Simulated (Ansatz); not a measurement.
`CC1(Cl)CBO1` + `NB(F)S` → `CSB(N)F` + `ClC1CBO1`  (substitution at a C–C bond)

Program: Ansatz. Geometries: PBE0-D4/def2-TZVP. ΔE: electronic, gas phase. CCSD(T)/CBS adds triple-zeta CCSD(T) − MP2 to the extrapolated MP2 energy (def2 sets, frozen cores). This one scheme is used for every species. Functionals use def2-TZVPP. Each species was taken in one conformer, which may not be the lowest.

```tsv
level	ΔE (kJ/mol)
B2PLYP	31.7
SCS-MP2/def2-QZVPP	35.0
```

Task: What does CCSD(T)/CBS give? (Estimate.)

Result: The calculation gave: +35.7 kJ/mol. The listed levels differ from it by -4.0, -0.7 kJ/mol.

Largest T1 diagnostic among the species: 0.013.

The D4 term adds +3.8 kJ/mol with B3LYP and +2.1 kJ/mol with PBE0; it sums over pairs of atoms, weighted by their polarisabilities, and B3LYP, whose exchange is more repulsive, gets the larger term. In def2-TZVPP, CCSD(T) changes the Hartree–Fock value by +7.4 kJ/mol (the triples alone add +0.6 kJ/mol) and MP2 by +8.6 kJ/mol.

CCSD(T)/CBS has its own doubt, a few kJ/mol and more with outer-core shells, so smaller differences from it don't rank the levels.

B3LYP here is the variant with VWN-RPA as its local correlation; programs differ in this.
